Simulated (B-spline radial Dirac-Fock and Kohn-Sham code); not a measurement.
# What relativity does to the binding energies of Ag⁴⁺

System: silver as Ag⁴⁺, [Kr] 4d7.

Both columns are ΔSCF binding energies of the configuration average from a radial B-spline solver: non-relativistic Hartree-Fock with a point nucleus, and Dirac-Fock with a finite nucleus and the Coulomb interaction alone, averaged over the two j levels with weights 2j+1.

```csv
shell,Hartree-Fock (eV),Dirac-Fock (eV),shift (eV),shift (%)
1s,24868.3,25663.0,+794.73,+3.20
2s,3700.2,3892.2,+192.07,+5.19
2p,3433.4,3487.5,+54.16,+1.58
3s,753.4,792.6,+39.25,+5.21
3p,645.0,656.6,+11.61,+1.80
4s,162.7,170.1,+7.43,+4.57
4p,125.8,127.7,+1.89,+1.51
4d,67.68,66.88,-0.80,-1.18
```

Relativity binds 1s, 2s, 2p, 3s, 3p, 4s, 4p more strongly, among those listed most of all 3s in relative terms, and 4d more weakly, because the contracted s and p shells screen the nucleus better.

Values without a named source are computed, but for edge energies of neutral atoms, which are taken from tables.
